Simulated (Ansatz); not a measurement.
Ansatz results at the PBE0-D4/def2-TZVP geometry: LUMO energy (PBE0/def2-TZVPP) 0.28 eV; HOMO energy (B3LYP/def2-TZVPP) -6.55 eV; HOMO–LUMO gap (PBE/def2-TZVPP) 4.89 eV.

(1) Which molecule gave them?
A. `C[C]1=[CH][GeH2]1`
B. `[GeH3][C]1=CC1`
C. `C#[C][GeH2][CH3]`
D. `N=C(F)BS`

Results:

(1) A. The others give `C#[C][GeH2][CH3]`: 0.23, -7.74, 6.11; `N=C(F)BS`: -2.42, -8.22, 4.01; `[GeH3][C]1=CC1`: -0.33, -7.02, 4.76.

B3LYP here is the variant with VWN-RPA as its local correlation; programs differ in this.
